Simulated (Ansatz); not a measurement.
`O[CH2][Zn][SH]`. The species carries charge 0 and has multiplicity 1. For Zn the d shell is correlated and the shells below it are frozen. Scalar relativity is left out up to krypton.

```xyz
8

O     0.905   -0.567    1.715
C     0.399    0.500    0.919
Zn   -0.704   -0.097   -0.603
S    -1.931   -0.843   -2.243
H     1.560   -1.047    1.205
H     1.202    1.175    0.594
H    -0.242    1.089    1.579
H    -1.189   -0.209   -3.167
```

**Question.** Give the diagnostics of a CCSD(T)/def2-TZVPP run (frozen core, the Gaussian-basis code of Ansatz). (Estimate.)

**Answer.** Ansatz gave: T1 = 0.0141, largest single amplitude 0.024, largest double 0.034, (T) share of the correlation energy 3.6 %, 12 CCSD cycles. The RHF solution is stable towards an unrestricted one. T1 lies under the customary mark of 0.02 for closed shells.
